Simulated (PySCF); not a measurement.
Compound: C5H5NOS.
InChI=1S/C5H5NOS/c1-4(7)5-2-6-8-3-5/h2-3H,1H3

Computed with PySCF at CAM-B3LYP/def2-SVPD, non-relativistic, on one gas-phase PBE0-D3(BJ)/def2-SVP geometry that isn't relaxed in the solvent. The solvent is an IEF-PCM continuum (van der Waals radii × 1.2), and excitations are vertical TDDFT with non-equilibrium linear response and a frozen core. The model holds no explicit solvent molecules, cavitation or dispersion.

Gas-phase singlets (H = HOMO, L = LUMO):

```csv
state,E (eV),λ (nm),f,leading configurations
S1,4.069,305,0.000,"H→L 77%, H→L+1 17%"
S2,5.397,230,0.222,H-1→L 92%
S3,5.648,220,0.002,"H-3→L 44%, H→L+1 26%, H-3→L+1 19%"
S4,5.781,214,0.005,"H-2→L 79%, H-1→L+1 17%"
S5,6.414,193,0.000,"H-1→L+2 31%, H→L+1 24%, H-3→L 17%"
```

Task: What are the lowest 5 singlets in chloroform (ε = 4.711)?

Result: 
| state | E (eV) | λ (nm) | f | leading configurations | change by rank (eV) |
| --- | --- | --- | --- | --- | --- |
| S1 | 4.180 | 297 | 0.000 | H-1→L 78%, H-1→L+1 16% | +0.111 |
| S2 | 5.302 | 234 | 0.313 | H→L 94% | -0.095 |
| S3 | 5.746 | 216 | 0.007 | H-2→L 80%, H→L+1 18% | +0.098 |
| S4 | 5.777 | 215 | 0.003 | H-3→L 43%, H-1→L+1 26%, H-3→L+1 21% | -0.004 |
| S5 | 6.402 | 194 | 0.217 | H→L+1 71%, H-2→L 16% | -0.012 |

Task: How does the list change in tetrahydrofuran (ε = 7.426)?

Result: 
```json
{"state": "S1", "E (eV)": "4.198", "λ (nm)": "295", "f": "0.000", "leading configurations": "H-1→L 78%, H-1→L+1 16%", "change by rank (eV)": "+0.129"}
{"state": "S2", "E (eV)": "5.308", "λ (nm)": "234", "f": "0.309", "leading configurations": "H→L 94%", "change by rank (eV)": "-0.089"}
{"state": "S3", "E (eV)": "5.751", "λ (nm)": "216", "f": "0.008", "leading configurations": "H-2→L 79%, H→L+1 18%", "change by rank (eV)": "+0.103"}
{"state": "S4", "E (eV)": "5.799", "λ (nm)": "214", "f": "0.003", "leading configurations": "H-3→L 43%, H-1→L+1 26%, H-3→L+1 21%", "change by rank (eV)": "+0.018"}
{"state": "S5", "E (eV)": "6.408", "λ (nm)": "193", "f": "0.210", "leading configurations": "H→L+1 71%, H-2→L 16%", "change by rank (eV)": "-0.006"}
```

Task: How do the frontier levels move from gas to tetrahydrofuran?

Result: 
```csv
orbital,gas (eV),solvent (eV),change (eV)
LUMO+2,0.88,1.08,+0.20
LUMO+1,0.23,0.34,+0.11
LUMO,-0.86,-0.76,+0.10
HOMO,-9.17,-9.10,+0.07
HOMO-1,-9.21,-9.21,0.00
HOMO-2,-9.68,-9.59,+0.09
HOMO-3,-10.41,-10.42,-0.01
```

The HOMO–LUMO gap goes from 8.31 to 8.35 eV. Rows go by rank; for HOMO-1 and HOMO the atom shares or the degeneracy differ between the runs, so the row needn't follow one orbital.

Shape of the structure used: `[CH3:1][C:2](=[O:3])[c:4]1[cH:5][n:6][s:7][cH:8]1`: C1–C2–C4–C5 0°.
